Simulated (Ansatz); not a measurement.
CH6NOSc (`[CH3][Sc]([NH2])[OH]`). Total charge 0; spin multiplicity 1.

```xyz
10

C     1.084   -0.676    1.244
Sc   -0.119    0.409   -0.255
N    -1.558   -0.589   -1.184
O     0.208    2.204   -0.650
H     1.287   -0.086    2.146
H     2.065   -0.967    0.844
H     0.595   -1.603    1.571
H    -2.192   -0.249   -1.896
H    -1.790   -1.562   -1.016
H     0.420    3.119   -0.805
```

Q: List the harmonic frequencies (cm⁻¹, unscaled) at PBE0-D4/def2-TZVP in Ansatz. (An estimate is asked.)

A: The calculation gave: 13, 73, 122, 126, 191, 324, 363, 390, 407, 468, 498, 526, 649, 738, 1153, 1423, 1426, 1543, 2996, 3069, 3081, 3538, 3629, 4009.
